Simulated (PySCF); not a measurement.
Species: C7H14P (charge +1).
Numbering: `[CH2:1]=[CH:2][P@@H+:3]([CH3:4])[CH:5]1[CH2:6][CH2:7][CH2:8]1` (hydrogens: H9, H10 on C1; H11 on C2; H12 on P3; H13, H14, H15 on C4; H16 on C5; H17, H18 on C6; H19, H20 on C7; H21, H22 on C8)

Structure used (PBE0-D3(BJ)/def2-SVP), in Å, numbered top down from 1:
```
atom  x, y, z in Å
C1    -2.3266   -2.1040   -0.6297
C2    -1.8676   -1.2732    0.3113
P3    -0.9828    0.2234   -0.0803
C4    -1.7892    1.6717    0.6190
C5     0.7449    0.1392    0.4251
C6     1.6456   -0.9174   -0.2563
C7     2.7581    0.1480   -0.3078
C8     1.7021    1.2479   -0.0809
H9    -2.8496   -3.0241   -0.3524
H10   -2.2089   -1.9099   -1.7008
H11   -1.9975   -1.4899    1.3783
H12   -1.0046    0.3431   -1.4874
H13   -2.8188    1.7461    0.2412
H14   -1.2259    2.5745    0.3401
H15   -1.8071    1.5812    1.7153
H16    0.7565    0.0503    1.5246
H17    1.2849   -1.1883   -1.2615
H18    1.8304   -1.8427    0.3057
H19    3.4426    0.0622    0.5479
H20    3.3551    0.2078   -1.2272
H21    1.9346    2.0581    0.6234
H22    1.3623    1.6950   -1.0292
```

Level: PBE0/pcSseg-1 in PySCF, non-relativistic, on one gas-phase PBE0-D3(BJ)/def2-SVP geometry that isn't relaxed in the solvent. The solvent is an IEF-PCM continuum (Bondi radii, 1.10 Å for H, scaled by 1.2). The model holds no explicit solvent molecules, cavitation or dispersion.

Gas phase at PBE0/pcSseg-1: HOMO -12.63 eV, LUMO -5.34 eV.

Question: What does the continuum do to the energy and the frontier levels at PBE0/pcSseg-1 in benzene and chloroform?

Answer: 
```json
{"solvent": "benzene", "ε": "2.271", "E(solvent) − E(gas) (kcal/mol)": "-28.97", "polarisation term (kcal/mol)": "-29.25", "distortion of the solute (kcal/mol)": "0.28", "HOMO (eV)": "-10.37", "LUMO (eV)": "-3.03"}
{"solvent": "chloroform", "ε": "4.711", "E(solvent) − E(gas) (kcal/mol)": "-41.22", "polarisation term (kcal/mol)": "-41.96", "distortion of the solute (kcal/mol)": "0.74", "HOMO (eV)": "-9.44", "LUMO (eV)": "-2.09"}
```

The polarisation term is half the interaction of the solute with the surface charges that it induces; the rest is the cost of distorting the solute's density. The sum is the electrostatic part of solvation alone. From benzene to chloroform the lowering changes by a factor 1.42, Born's factor 1 − 1/ε by 1.41 and ε itself by 2.1.

Question: Which radius a makes Born's formula ΔE = −(q²/2a)(1 − 1/ε) give the value in chloroform?

Answer: a = q²(1 − 1/ε)/(2|ΔE|) = 3.17 Å, with q = +1 e and |ΔE| = 0.0657 Eh; the farthest nucleus lies 4.17 Å from the centroid of the nuclei. The formula assumes a point charge at the centre of a sphere.

Question: Which Mulliken charges (PBE0/pcSseg-1) respond most in benzene (means over atoms taken as equivalent)?

Answer: 
| atoms | environment | gas (e) | solvent (e) | change |
| --- | --- | --- | --- | --- |
| P3 | phosphonium phosphorus | +0.556 | +0.594 | +0.038 |
| H20 | methylene hydrogen | +0.161 | +0.151 | -0.010 |
| H19 | methylene hydrogen | +0.155 | +0.147 | -0.008 |
| H12 | P–H hydrogen | +0.137 | +0.144 | +0.007 |
| H18 | methylene hydrogen | +0.170 | +0.163 | -0.007 |
| C1 | terminal =CH2 carbon | -0.080 | -0.087 | -0.007 |

On an Arm Neoverse V2 with one thread (shared host), this took 42 s and 1.3 GiB of memory at its peak. This is the whole shielding run at PBE0/pcSseg-1 in chloroform, SCF included.
